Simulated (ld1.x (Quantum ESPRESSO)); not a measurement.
**Li: one change to a TM potential, before and after**

```
Element                 : lithium
Generator               : ld1.x (Quantum ESPRESSO) 7.5
Type                    : norm-conserving Troullier–Martins (Kleinman–Bylander form)
Functional              : LDA (PZ)
Relativity              : scalar-relativistic
Frozen core             : none
Valence charge          : 3
Reference configuration : 1s2 2s0.5 2p0 (charge +0.5)
Partial waves           : 2p (bound, empty): rc 4.20 bohr; 3d channel at -0.15 Ry: rc 3.60 bohr; 1s (bound): rc 0.40 bohr
Local potential         : the s channel
Core correction         : none
```

Occupied shells without a wave of their own: 2s. They enter only through the test configuration that unscreens the potential.

All-electron outer shells of the reference configuration (LDA (PZ), scalar-relativistic, ld1.x):

| shell | level (eV) | outermost node (bohr) | outermost maximum (bohr) |
| --- | --- | --- | --- |
| 1s | -54.98 | – | 0.36 |
| 2s | -5.32 | 0.83 | 2.90 |
| 2p | -3.36 | – | 3.28 |

Change: core [He], valence charge 1; reference 2s1 2p0; waves now 2s (bound): rc 2.45 bohr; 3d channel at -0.15 Ry: rc 4.55 bohr; 2p (bound): rc 4.20 bohr; local potential the p channel.

Cutoffs: the cutoffs (Ry, on a coarse ladder) from which the occupation-weighted sum of valence levels, in a spherical-Bessel basis at the reference potential, stays within 10 and 1 mRy of its value at 400 Ry; they do not see the model core or the augmentation charge, which bear on the density cutoff. Errors are all-electron minus pseudo energies relative to the spin-unpolarised reference configuration.

**Question.** What does the change do?

**Answer.** The bound ghost in p disappears; the number of tests with a reliable result goes from 6 to 4. Several settings change at once here, so the effects cannot be laid on one of them.

```tsv
quantity	base	changed
cutoff, loose	over 300 Ry	6 Ry
cutoff, tight	over 300 Ry	6 Ry
bound ghosts	p	none
largest error over its own tests, meV	+5.2	+5.8
```

 A true bound ghost makes a file unfit for plane-wave use even where its test errors are small: the radial tests pick states by their node count and pass the ghost by.
